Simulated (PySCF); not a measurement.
Species: C7H11P3.
Atom-mapped SMILES: `[CH3:1][C:2]([CH3:3])([CH3:4])[c:5]1[p:6][cH:7][p:8][cH:9][p:10]1`

Cartesian coordinates in Å at the GFN2-xTB level; atoms count from 1:
```
atom  x, y, z in Å
C1    -1.7026   -1.2673    0.1158
C2    -0.9506    0.0580    0.2397
C3    -1.6423    1.0986   -0.6479
C4    -1.0013    0.5216    1.7004
C5     0.5169   -0.0741   -0.1711
P6     1.0891   -1.6895   -0.4825
C7     2.7677   -1.5772   -0.8864
P8     3.9144   -0.2970   -1.0382
C9     3.0067    1.1247   -0.6583
P10    1.3722    1.4514   -0.2107
H11   -1.2740   -2.0193    0.7766
H12   -2.7463   -1.1278    0.3907
H13   -1.6630   -1.6392   -0.9075
H14   -1.1805    2.0778   -0.5297
H15   -1.5745    0.8073   -1.6946
H16   -2.6934    1.1823   -0.3801
H17   -2.0336    0.6252    2.0284
H18   -0.5021   -0.2017    2.3435
H19   -0.5040    1.4846    1.8120
H20    3.1928   -2.5582   -1.0931
H21    3.5994    2.0369   -0.7076
```

Definitions: NICS(0) = −σiso at the ring centroid; NICS(1) = −σiso and NICS(1)zz = −σzz at ±1 Å along the ring normal z. Level: GIAO PBE0/pcSseg-1 (PySCF, non-relativistic, gas phase) on the GFN2-xTB geometry, one conformer.

Ring bond lengths (Å), with Mayer bond orders in brackets: C5–P6 1.742 (1.32), P6–C7 1.730 (1.30), C7–P8 1.725 (1.32), P8–C9 1.729 (1.29), C9–P10 1.726 (1.35), P10–C5 1.749 (1.26).

Question: What do the NICS probes read (ppm)?

Answer: 
| ring | type | NICS(0) | NICS(1), two faces | NICS(1)zz, two faces | rms pucker (Å) | centre to ring atoms, mean (Å) |
| --- | --- | --- | --- | --- | --- | --- |
| C5–P6–C7–P8–C9–P10 | 6-membered ring with 3 P; formal bonds all aromatic | -6.0 | -9.6 / -9.6 | -22.8 / -22.9 | 0.00 | 1.72 |

Question: What can be read from them?

Answer: 
- C5–P6–C7–P8–C9–P10: mean NICS(1)zz -22.9 ppm, shielded.

Question: And the bond-length index? HOMA = 1 − mean of α(R − Ropt)² over the ring bonds, with Krygowski's 1993 parameters (CP: Ropt 1.698 Å, α 118.91 Å⁻²).

Answer: 
- C5–P6–C7–P8–C9–P10: HOMA 0.84; the largest term is that of P10–C5, α(R − Ropt)² = 0.31.
